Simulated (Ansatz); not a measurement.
`F[CH](F)[GaH2]` + `O/C(Cl)=C/[SiH3]` → `O/C(Cl)=[CH]/[GaH2]` + `FC(F)[SiH3]`  (redistribution)

Calculated with Ansatz (gas phase, PBE0-D4/def2-TZVP geometries, no zero-point term in ΔE). CCSD(T)/CBS adds triple-zeta CCSD(T) − MP2 to the extrapolated MP2 energy (def2 sets, frozen cores). Double bonds are as drawn, so ΔE can hold a change between cis and trans. For Ga outer-core shells are correlated without core-valence functions, which leaves a few kJ/mol of doubt a bond. Scalar relativity is left out up to krypton. Each species was taken in one conformer, which may not be the lowest.

```
              species  CCSD(T)/CBS(def2) energy (Eh)
     `F[CH](F)[GaH2]`                    -2163.33500
   `O/C(Cl)=C/[SiH3]`                     -903.11411
`O/C(Cl)=[CH]/[GaH2]`                    -2537.36228
        `FC(F)[SiH3]`                     -529.09339
```

Question: Work out ΔE.

Answer: ΔE = (-2537.36228) + (-529.09339) − (-2163.33500) − (-903.11411) = -0.00656 Eh = -17.2 kJ/mol.

Largest T1 diagnostic among the species: 0.013.
